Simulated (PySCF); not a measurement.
## Fractional electron number in As (arsenic, neutral)

The 4p alpha orbital of [Ar] 3d10 4s2 4p3 is emptied in steps (occupation f), with all orbitals relaxed, ending at [Ar] 3d10 4s2 4p2. Calculation: PySCF 2.14, in aug-cc-pVTZ-PP with ECP10MDF (6s5p4d2f, 55 functions); scalar relativity through the core potential. The exact energy is a straight line in f; departures are measured from the line between the end points of the same method.

| f | UHF (eV) | LDA (eV) | PBE (eV) | PBE0 (eV) | r2SCAN (eV) | LC-wPBE (eV) | BHandHLYP (eV) | wB97X (eV) | B3LYP (eV) | HSE06 (eV) |
| --- | --- | --- | --- | --- | --- | --- | --- | --- | --- | --- |
| 1 | 0.000 | 0.000 | 0.000 | 0.000 | 0.000 | 0.000 | 0.000 | 0.000 | 0.000 | 0.000 |
| 0.75 | 0.114 | -0.767 | -0.745 | -0.533 | -0.704 | -0.039 | -0.334 | -0.088 | -0.589 | -0.610 |
| 0.5 | 0.147 | -1.031 | -0.998 | -0.711 | -0.932 | -0.049 | -0.447 | -0.120 | -0.789 | -0.815 |
| 0.25 | 0.107 | -0.779 | -0.750 | -0.532 | -0.693 | -0.034 | -0.336 | -0.093 | -0.594 | -0.612 |
| 0 | 0.000 | 0.000 | 0.000 | 0.000 | 0.000 | 0.000 | 0.000 | 0.000 | 0.000 | 0.000 |

Problem. For r2SCAN, how does the orbital energy at f = 1 compare with the removal energy?

Solution. −ε = 6.297 eV against a total-energy difference of 10.064 eV. By Janak's theorem ε = ∂E/∂f, so the gap between them reflects the curvature. Along the path −ε is 8.200 (f = 0.75), 10.100 (f = 0.5), 11.935 (f = 0.25) eV.

```
   method  E(f=0) − E(f=1) (eV)  −ε at f=1 (eV)  −ε at f=0.5 (eV)
      UHF                 9.415          10.043             9.398
      LDA                 9.983           5.938             9.951
      PBE                 9.844           5.899             9.830
     PBE0                 9.914           7.078             9.916
   r2SCAN                10.064           6.297            10.100
  LC-wPBE                 9.947           9.737             9.958
BHandHLYP                 9.708           7.938             9.701
    wB97X                 9.646           9.188             9.633
    B3LYP                 9.800           6.680             9.787
    HSE06                 9.895           6.656             9.888
```

Reference removal energy between the ground levels: 9.789 eV (measured; NIST Atomic Spectra Database, ionization energies). The calculation has no spin-orbit coupling. UHF lacks correlation.
